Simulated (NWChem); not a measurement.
Species: C₅H₅FSi; SMILES C#C[SiH2][C@H](F)C#C

```xyz
12

C      0.2946    -3.3439    -0.2745
C     -0.1427    -2.2311    -0.0616
Si    -0.7896    -0.5509     0.2338
C      0.4722     0.7512    -0.4054
F      1.6556     0.5857     0.3412
C     -0.0581     2.0950    -0.2399
C     -0.5428     3.1914    -0.0863
H      0.6780    -4.3244    -0.4538
H     -2.0692    -0.3722    -0.4982
H     -0.9810    -0.3201     1.6841
H      0.7239     0.5659    -1.4582
H     -0.9617     4.1635     0.0438
```
Atoms are numbered in this order, from 1.

Coordinates come from a B3LYP/6-31G* (spherical d) optimisation.

Question: Give the principal values of the shielding tensors (ppm) of C1, C2, Si3, C4, F5 from PBE0/pcSseg-1, GIAO (NWChem), with their diamagnetic and paramagnetic parts as GIAO splits them.

Answer: 
```
atom    σ11    σ22    σ33  isotropic  diamagnetic  paramagnetic
----  -----  -----  -----  ---------  -----------  ------------
C1     -7.5   -6.6  247.4       77.8        260.5        -182.7
C2      6.4   11.0  289.4      102.2        257.8        -155.6
Si3   392.8  407.9  446.6      415.8        880.6        -464.9
C4     64.6   87.3  165.3      105.7        246.4        -140.7
F5    349.0  422.5  474.6      415.3        475.3         -59.9
```
